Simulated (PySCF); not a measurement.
**Spin states and ions at one geometry of [Pb(NH2)]+**

PySCF 2.14.0, RKS r2SCAN, Pb def2-SVP with ECP60, N def2-SVP, H def2-SVP; non-relativistic Hamiltonian with scalar-relativistic core potentials where named; density fitting; no spin-orbit coupling; singlets restricted, open shells unrestricted. The geometry is relaxed for charge +1, singlet, vacuum:

```xyz
4

Pb    0.0000    0.0000   -0.0546
N     0.0000    0.0000    2.0369
H     0.8349    0.0000    2.6292
H    -0.8349    0.0000    2.6292
```

Energies count from the relaxed state; an electron taken off or put on is at rest in vacuum. Charges and spins are Mulliken's.

Problem. Order these states by energy, lowest first.
A. charge +1, singlet, vacuum
B. charge 0, doublet, vacuum
C. charge +2, doublet, vacuum
D. charge +1, triplet, vacuum

Solution. B (-6.39 eV), A (0.00 eV), D (2.58 eV), C (14.86 eV).

Problem. How do charge and spin on the first atom follow?

Solution. 
```json
{"state": "charge +1, singlet, vacuum", "spin squared": "0.00", "charge on Pb1 (e)": "1.08", "spin on Pb1 (e)": "0.00", "dipole about the centre of mass (D)": "1.14"}
{"state": "charge +1, triplet, vacuum", "spin squared": "2.01", "charge on Pb1 (e)": "0.68", "spin on Pb1 (e)": "1.00", "dipole about the centre of mass (D)": "5.62"}
{"state": "charge +2, doublet, vacuum", "spin squared": "0.76", "charge on Pb1 (e)": "1.59", "spin on Pb1 (e)": "0.00", "dipole about the centre of mass (D)": "5.90"}
{"state": "charge 0, doublet, vacuum", "spin squared": "0.76", "charge on Pb1 (e)": "0.21", "spin on Pb1 (e)": "1.06", "dipole about the centre of mass (D)": "0.73"}
```

With an electron taken off (doublet) the charges change, summed by element, by Pb +0.51 e, N +0.33 e, H +0.17 e. The vertical ionisation energy is 14.86 eV, against −ε(HOMO) = 11.80 eV of the relaxed state. The level lies 3.1 eV too high, as is usual for semilocal functionals and global hybrids, which keep a self-interaction error.

With an electron put on (doublet) the charges change, summed by element, by Pb -0.87 e, N -0.01 e, H -0.12 e. The vertical electron affinity is 6.39 eV, against −ε(LUMO) = 8.96 eV of the relaxed state.

Open shells may have lower solutions than those found.

No frequency check is given that shows the relaxed geometry to be a minimum.
